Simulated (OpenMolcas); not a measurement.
**Tl+: effect of correlating more closed shells**

```yaml
Program: OpenMolcas
Basis: ANO-RCC-VTZP [8s7p5d3f2g]
Scalar_Hamiltonian: DKH2, point nucleus
Active_space: 2 electrons in 4 orbitals (6s 6p)
State_averaging: 2S+1 = 3 even, 3 roots; 2S+1 = 1 even, 7 roots; 2S+1 = 3 odd, 3 roots; 2S+1 = 1 odd, 3 roots
Spin-orbit_coupling: state interaction with AMFI integrals over the reference wave functions, term energies averaged over their components
```

Methods on the same reference wave functions:
A. CASSCF
B. MS-CASPT2, IPEA 0.25 Eh, imaginary shift 0.1 Eh (closed shells correlated: none)
C. MS-CASPT2, IPEA 0.25 Eh, imaginary shift 0.1 Eh (closed shells correlated: 5d)
D. MS-CASPT2, IPEA 0.25 Eh, imaginary shift 0.1 Eh (closed shells correlated: 4f 5s 5p 5d)

Energies in cm-1 above 6s2 1S0, the measured ground level; measured values from NIST Handbook of Basic Atomic Spectroscopic Data.

```
      Level       A       B       C       D  Measured
    6s2 1S0     0.0     0.0     0.0     0.0       0.0
6s 6p 3P* 0   43199   44010   50780   51440     49451
6s 6p 3P* 1   45976   46750   53400   54040     52394
6s 6p 3P* 2   52834   53650   60410   61070     61728
6s 6p 1P* 1   74733   73110   74730   75010     75663
    6p2 3P0  113234  113580  120980  122370          
    6p2 3P1  118475  119300  126910  128340          
    6p2 1S0  147153  142550  148650  149790
```

Deviations, from unrounded energies. A percentage is the sum of absolute deviations over the sum of measured energies, with the sign that they share, or ± where signs differ.

```tsv
Against measurement	Levels	A	B	C	D
mean absolute deviation (cm-1)	4	5600	5400	1100	1200
other configurations (%)	4	-9.4	-9.1	±1.9	±2.1
```

C lies closest to measurement on these levels and A furthest from it. The largest miss of C in the table is 6s 6p 3P* 0, by +1300 cm-1. The ranking rests on the paired levels alone, and a cruder setting can come out closer through cancelling errors.

Among B to D the level of the table that moves most is 6p2 3P1, by 9000 cm-1 (lowest in B, highest in D). Moves below CASPT2's spread within the term are not significant.

The lowest spin-free term lies below A's lowest term by 0.007 hartree in B, 0.410 hartree in C, 0.805 hartree in D.

What an inner shell adds also hangs on whether the basis holds functions to correlate it.

Over all roots computed the reference weight is 0.94 to 1.00 in B, 0.87 to 0.93 in C, 0.85 to 0.90 in D; the roots of lowest weight are the least certain, and an intruder state may touch them. The ¹D term of p² mixes with s d, which this space lacks. Spin-orbit splittings of 6p shells tend to come out small when the coupling is added on scalar orbitals. Measured partners are found by configuration, term and J. A level has none where our copy of the source lacks it or the pairing is in doubt (some pairs that miss far off the trend of their configuration count as doubtful), and it then counts in no deviation. Only configurations of the active space appear. Levels that lie high or do not pair safely by name in every column are left out.

* marks odd parity.
